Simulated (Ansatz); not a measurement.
Stepwise reaction of `[NH]=[Ta]([F])([F])[F]` with ammonia, as a gas-phase model of exchange steps in deposition or etching. ΔE in kJ/mol; ΔG adds harmonic PBE0-D4 terms to CCSD(T)/CBS, at 1 bar.

Gas-phase electronic energies from Ansatz, PBE0-D4/def2-TZVP geometries. CCSD(T)/CBS is the MP2 limit (def2-TZVPP, def2-QZVPP) plus CCSD(T) − MP2 in def2-TZVPP, frozen cores. This one scheme is used for every species. Functionals use def2-TZVPP. B3LYP here is the variant with VWN-RPA as its local correlation; programs differ in this. def2 core potentials past Kr. For Ta outer-core shells are correlated without core-valence functions, which leaves a few kJ/mol of doubt a bond. Each species was taken in one conformer, which may not be the lowest.

| step | reaction | PBE-D4 | B3LYP-D4 | ωB97M-V | CCSD(T)/CBS | ΔG(500 K) |
| --- | --- | --- | --- | --- | --- | --- |
| 1 | `[NH]=[Ta]([F])([F])[F]` + NH₃ → `[NH]=[Ta]([NH2])([F])[F]` + H–F | 73.8 | 74.5 | 75.4 | 63.3 | 58.9 |
| 3 | `[NH]=[Ta]([NH2])([NH2])[F]` + NH₃ → `[NH]=[Ta]([NH2])([NH2])[NH2]` + H–F | 107.0 | 108.5 | 107.9 | 96.2 | 93.7 |

Give the row of step 2, `[NH]=[Ta]([NH2])([F])[F]` + NH₃ → `[NH]=[Ta]([NH2])([NH2])[F]` + H–F. (An estimate is asked.)

Computed: 
```json
{"step": "2", "reaction": "`[NH]=[Ta]([NH2])([F])[F]` + NH₃ → `[NH]=[Ta]([NH2])([NH2])[F]` + H–F", "PBE-D4": "90.6", "B3LYP-D4": "91.9", "ωB97M-V": "92.3", "CCSD(T)/CBS": "80.1", "ΔG(500 K)": "77.4"}
```

By hand: ΔE of the 3 steps together at CCSD(T)/CBS.

(63.3) + (80.1) + (96.2) = 239.6 kJ/mol, or 79.9 kJ/mol a step.

In ΔE each step is higher than the one before. All are uphill at CCSD(T)/CBS. ΔG lies between 58.9 and 93.7 kJ/mol a step. PBE-D4 differs from CCSD(T)/CBS by 10.5 to 10.8 kJ/mol a step. Isolated molecules leave out the surface, adducts and barriers. Largest T1 diagnostic: 0.019.
